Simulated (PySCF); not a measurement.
**Assignment exercise: C₅H₃F₃O₄**

Atoms are numbered as in `[O:1]=[C:2]1[O:3][CH2:4][C@@H:5]([C:6]([F:7])([F:8])[F:9])[O:10][C:11]1=[O:12]`; H(Xn) means a hydrogen on atom n. Ha(C4) is cis to C6 on the ring; Hb(C4) is trans to C6 on the ring.

Level of theory: NMR shieldings at PBE0/pcSseg-1/GIAO, geometry: GFN2-xTB, in PySCF (non-relativistic Hamiltonian, equivalent nuclei averaged, a single conformation, in vacuum).

Chemical shifts δ = σref − σ; ¹³C (σ = 186.93 ppm), ¹H (σ = 31.72 ppm) against TMS, all at this level.

(1) Assign these signals to the numbered atoms. ¹³C{¹H} NMR (computed): δ 156.8, 155.4, 130.0, 77.5, 67.6.

(2) Assign these signals to the numbered atoms. ¹H NMR (400 MHz, computed): δ 4.84 (m, 1H), 4.74 (m, 1H), 4.67 (m, 1H).

Answers

(1) 
156.8 → C2, ester carbonyl carbon: lone-pair donation from the attached heteroatom keeps it upfield of a ketone carbonyl
155.4 → C11, ester carbonyl carbon
130.0 → C6, CF3 carbon: 3 electronegative neighbours deshield it
77.5 → C5, sp3 CH bonded to O: deshielded by the electronegative neighbour
67.6 → C4, sp3 CH2 bonded to O: the inductive effect lowers its shielding

C2 and C11 lie closer than the usual error of such a calculation, so a measured spectrum could show them in the other order.

(2) 
| δ (ppm) | atoms | environment | reason |
| --- | --- | --- | --- |
| 4.84 | H(C5) | hydrogen on an sp3 CH bonded to O | its carbon carries O, an electronegative neighbour |
| 4.74 | Hb(C4) | hydrogen on an sp3 CH2 bonded to O | its carbon carries O, which withdraws density |
| 4.67 | Ha(C4) | hydrogen on an sp3 CH2 bonded to O | – |

H(C5) and Hb(C4); Hb(C4) and Ha(C4) lie closer than the usual error of such a calculation, so a measured spectrum could show them in the other order.

Splittings by ¹⁹F in the carbon and heteronuclear signals aren't shown, as no couplings were computed. Shifts are as computed. Against solution values, carbons near 30 ppm lie about +3 ppm off and those near 130 ppm about +5 ppm. Of 1211 compounds with measured shifts, 218 miss one by over three times the rms of a fit or turn the order of signals round; such compounds aren't used in these exercises. No couplings were computed; multiplicities are counted from neighbouring protons, with m where these are inequivalent, close in shift, in a saturated or five-membered ring or joined by F or P, and br s for small geminal =CH2 splittings.
